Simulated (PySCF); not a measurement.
**Ionisation energy of Xe²⁺ by level of theory**

Xe²⁺ [Kr] 4d10 5s2 5p4 (3P) → Xe³⁺ [Kr] 4d10 5s2 5p3 (4S), as a difference of total energies. All numbers are calculated (PySCF 2.14, scalar relativity by spin-free X2C-1e, in ANO-RCC-VTZP). Correlated levels: valence and next inner shell: [Ar] 3d10 frozen. The calculations carry no spin-orbit coupling.

```csv
method,ionisation energy (eV)
UHF,29.389
MP2 (valence and next inner shell),30.280
SCS-MP2 (valence and next inner shell),30.294
CCSD (valence and next inner shell),30.366
CCSD(T) (valence and next inner shell),30.405
```

How much does correlation contribute at CCSD(T) (valence and next inner shell)?

30.405 − (29.389) = 1.016 eV, measured against UHF.

A first-order spin-orbit estimate (lowest level to lowest level, LS coupling) adds 0.445 eV.

Errors of the correlated levels include the incompleteness of this basis and the frozen core.

For comparison: 31.05 ± 0.04 eV (semi-empirical (NIST evaluation); NIST Atomic Spectra Database, ionization energies).
